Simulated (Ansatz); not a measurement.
`[F][SnH2][SH]` + H₂ → `[F][SnH3]` + H₂S at 500 K and 1 bar (hydrogenolysis of the Sn–S bond).

Isolated molecules relaxed with PBE0-D4/def2-TZVP in Ansatz; ΔE leaves out vibrations. CCSD(T)/CBS is the MP2 limit (def2-TZVPP, def2-QZVPP) plus CCSD(T) − MP2 in def2-TZVPP, frozen cores. This one scheme is used for every species. Elements past krypton have def2 core potentials. For Sn outer-core shells are correlated without core-valence functions, which leaves a few kJ/mol of doubt a bond. Each species was taken in one conformer, which may not be the lowest.

| species | CCSD(T)/CBS energy (Eh) | H − E (kJ/mol) | S (J/(mol·K)) |
| --- | --- | --- | --- |
| `[F][SnH2][SH]` | -713.44162 | 100.7 | 369.2 |
| H₂ | -1.17544 | 41.0 | 145.5 |
| `[F][SnH3]` | -315.62493 | 83.7 | 298.9 |
| H₂S | -398.97279 | 57.0 | 224.0 |

H − E and S are ideal-gas, rigid-rotor, harmonic terms from PBE0-D4/def2-TZVP, for one conformer and one mirror image of each species. The MP2-based limit puts H₂ 0.8 mEh under its directly extrapolated value; such offsets cancel only in part. 1 Eh = 2625.50 kJ/mol, R = 8.31446 J/(mol·K).

By hand: ΔE, ΔH, ΔS and ΔG.

ΔE = (-315.62493) + (-398.97279) − (-713.44162) − (-1.17544) = 0.01934 Eh = 50.8 kJ/mol. Δ(H − E) = 83.7 + 57.0 − 100.7 − 41.0 = -1.0, so ΔH = 49.8 kJ/mol. ΔS = 298.9 + 224.0 − 369.2 − 145.5 = 8.2 J/(mol·K). ΔG = 49.8 − 500 × (8.2)/1000 = 45.7 kJ/mol.

By hand: the equilibrium constant, and the temperature at which ΔG would vanish if ΔH and ΔS stayed fixed.

log₁₀ K = −ΔG/(RT ln 10) = -4.8. ΔG = 0 at ΔH/ΔS = 6073 K, far beyond where these terms or the molecules hold.

The number of gas molecules stays the same, so ΔS is small and ΔH decides. A doubt of 5 kJ/mol in ΔE shifts log₁₀ K by 0.5 here. Other conformers and mirror images would add mixing entropy, several J/(mol·K) or more a flexible species. These are equilibria of isolated gas molecules and say nothing of rates. Largest T1 diagnostic: 0.014 (customary marks: 0.02 for closed shells, 0.045 for open ones).
